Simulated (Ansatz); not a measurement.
Ideal-gas functions of `[NH2][Zr]([NH2])([Cl])[Cl]` at 800 K and 1 bar, from an Ansatz frequency run at PBE0-D4/def2-TZVP.

Molar mass 194.18 g/mol, point group Cs (symmetry number 1), electronic degeneracy 1, moments of inertia 247.704, 366.229, 435.651 u Å². Harmonic wavenumbers (cm⁻¹, unscaled): 92, 99, 120, 136, 166, 193, 286, 373, 394, 476, 477, 504, 513, 659, 671, 1530, 1536, 3548, 3556, 3643, 3655.

Use S(trans) = R[1.5 ln M + 2.5 ln T − 1.1517]; rotational temperatures θ = 24.2544 K / I; S(rot) = R[ln(√π/σ · √(T³/θAθBθC)) + 1.5]; for each mode x = 1.438777 ν̃/T, S = R[x/(eˣ − 1) − ln(1 − e⁻ˣ)] and H = RT x/(eˣ − 1); 1 cm⁻¹ = 0.0119627 kJ/mol; R = 8.31446 J/(mol·K).

Question: By hand: the entropy, in J/(mol·K).

Answer: Translation 195.1. Rotation: θ = 0.0979, 0.0662, 0.0557 K, giving 133.6. Vibration, mode by mode: 23.28, 22.67, 21.08, 20.04, 18.40, 17.15, 13.93, 11.79, 11.35, 9.86, 9.84, 9.41, 9.27, 7.37, 7.24, 2.11, 2.09, 0.10, 0.10, 0.09, 0.09, in all 217.3. Electronic 0.0. Sum 546.0 J/(mol·K).

Question: By hand: H − E and G − E in kJ/mol, counted from the electronic energy.

Answer: Zero-point energy ½ × 22627 × 0.0119627 = 135.3; thermal vibration 75.8; translation, rotation and pV give 4 RT = 26.6. H − E = 237.7 kJ/mol, and G − E = 237.7 − 800 × 546.0/1000 = -199.1 kJ/mol.

Vibration gives 40 % of the entropy, 87.1 J/(mol·K) of it from the modes under 150 cm⁻¹: soft modes count most, and the harmonic formula is weakest for them. The sum counts one conformer and one mirror image; others add a mixing term.
